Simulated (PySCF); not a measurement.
## Field gradients at the hydrogen positions

C₈H₁₃FP (charge +1).
Numbering: `[CH3:1]/[CH:2]=[CH:3]/[P@@+:4]1([CH3:5])[CH:6]=[C:7]([F:8])[CH2:9][CH2:10]1` (hydrogens: H11, H12, H13 on C1; H14 on C2; H15 on C3; H16, H17, H18 on C5; H19 on C6; H20, H21 on C9; H22, H23 on C10)

Structure used (GFN2-xTB), in Å, numbered top down from 1:
```
atom  x, y, z in Å
C1     3.7466    0.3098    0.0783
C2     2.3956   -0.2678   -0.0679
C3     1.2676    0.3980    0.1891
P4    -0.3725   -0.2818    0.0242
C5    -0.3575   -2.0056   -0.5290
C6    -1.3487   -0.0742    1.5000
C7    -2.4557    0.6156    1.2063
F8    -3.3761    0.9125    2.1017
C9    -2.7068    1.0713   -0.1944
C10   -1.4520    0.7688   -1.0281
H11    4.3258   -0.2827    0.7865
H12    3.7150    1.3415    0.4160
H13    4.2731    0.2583   -0.8744
H14    2.3570   -1.2945   -0.4104
H15    1.2845    1.4241    0.5379
H16    0.1681   -2.6208    0.2012
H17    0.1375   -2.0795   -1.4971
H18   -1.3855   -2.3572   -0.6176
H19   -1.0864   -0.4462    2.4746
H20   -3.5884    0.5525   -0.5806
H21   -2.9497    2.1362   -0.1945
H22   -0.9092    1.6849   -1.2727
H23   -1.6873    0.2638   -1.9659
```

Level: PBE0/pcSseg-1 (PySCF, non-relativistic); Q(2H) = 0.00286 b; rigid geometry, the same for H and D, with no vibrational averaging.

Question: Rank these positions by the coupling χzz of a deuteron there, largest first.
A. H23 (methylene hydrogen)
B. H19 (vinylic hydrogen)
C. H20 (methylene hydrogen)
D. H12 (methyl hydrogen)

Answer: B (225 kHz), D (209 kHz), A (202 kHz), C (197 kHz).

Q: Give the electric field gradient Vzz (the principal value of largest size), its asymmetry and the 2H coupling at each hydrogen.

A: 
```csv
atom,bonded to,bond length (Å),Vzz (au),η,χzz (kHz)
H11,C1,1.090,0.3053,0.04,205
H12,C1,1.086,0.3108,0.05,209
H13,C1,1.090,0.3056,0.04,205
H14,C2,1.083,0.3137,0.04,211
H15,C3,1.084,0.3162,0.10,213
H16,C5,1.090,0.3042,0.02,204
H17,C5,1.090,0.3046,0.02,205
H18,C5,1.090,0.3039,0.03,204
H19,C6,1.076,0.3345,0.08,225
H20,C9,1.093,0.2930,0.03,197
H21,C9,1.092,0.2943,0.04,198
H22,C10,1.093,0.2965,0.03,199
H23,C10,1.091,0.3009,0.03,202
```

Q: How does χzz go with the bond length over the 13 C–H bonds?

A: A straight-line fit has a slope of -14.7 kHz for each 0.01 Å, with a correlation coefficient of -0.98, over lengths from 1.076 to 1.093 Å. The longer bonds have the smaller couplings here.

The structure is a single GFN2-xTB conformer in the gas phase; no vibrational or solvent corrections. GFN2-xTB bond lengths can be off by several hundredths of an ångström, more for odd bonds, and the gradients follow them. With a basis this small, the couplings can be 20 % off.

The run behind these numbers computed NMR shieldings as well. The run took 69 s of wall time (with the writing of density and orbital grids) on one thread of an Arm Neoverse V1, shared host with 32 logical CPUs at a one-minute load of 10, and the process peaked at 1.1 GiB of memory.
